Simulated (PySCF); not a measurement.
# Computed vibrations of [Eu(CH3)2]+

[Eu(CH3)2]+ (singlet in the valence; each metal's 4f electrons, 6 of them, lie in its core potential, out of spins and levels). PySCF 2.14.0, RKS PBE0, Eu lcecp-1-SVP with ECP52, C def2-SVP, H def2-SVP; non-relativistic Hamiltonian with scalar-relativistic core potentials where named; density fitting; no spin-orbit coupling. Central differences of gradients.

```xyz
9

Eu    0.0000    0.0000   -0.2537
C     1.7410    0.0193    1.2339
H     2.7244   -0.2168    0.7850
H     1.8326    1.0061    1.7290
H     1.5542   -0.7142    2.0421
C    -1.7410   -0.0193    1.2339
H    -2.7244    0.2168    0.7850
H    -1.8326   -1.0061    1.7290
H    -1.5542    0.7142    2.0421
```

Run from Python with OMP_NUM_THREADS=2. Where DIIS fails, smearing, a level shift and second-order steps follow.
It took 70 s on 2 threads of Intel(R) Xeon(R) 6975P-C (Granite Rapids) (shared host).

(1) What are the harmonic wavenumbers and infrared intensities?

(2) Is this a minimum?

An lcecp potential fixes the number of 4f electrons, so in runs with it no electron can move into or out of that shell.

Answers

(1) Modes are labelled in C2; negative numbers are unstable modes, those under 60 cm⁻¹ near the noise; a finer grid moves soft modes by up to 10 cm⁻¹.
```tsv
cm⁻¹	km/mol	symmetry
30	0.0	a
43	1.4	b
122	0.1	a
324	0.0	a
347	45.2	b
386	7.8	b
434	1.9	a
468	114.8	b
493	33.1	a
1157	4.8	b
1160	7.9	a
1369	3.6	a
1371	19.0	b
1376	17.5	b
1382	16.5	a
3003	11.6	b
3004	4.9	a
3104	0.0	a
3104	0.1	b
3116	0.0	a
3117	0.1	b
```

(2) Yes, within the noise of the softest modes. Ideal gas at 298.15 K and 1 bar: S = 374.1 J/(mol K), Cp = 98.2 J/(mol K), H − H(0 K) = 21.3 kJ/mol (rigid rotor, harmonic modes, spin degeneracy alone, that of the 4f electrons in the core included; the modes under 60 cm⁻¹ make these uncertain).
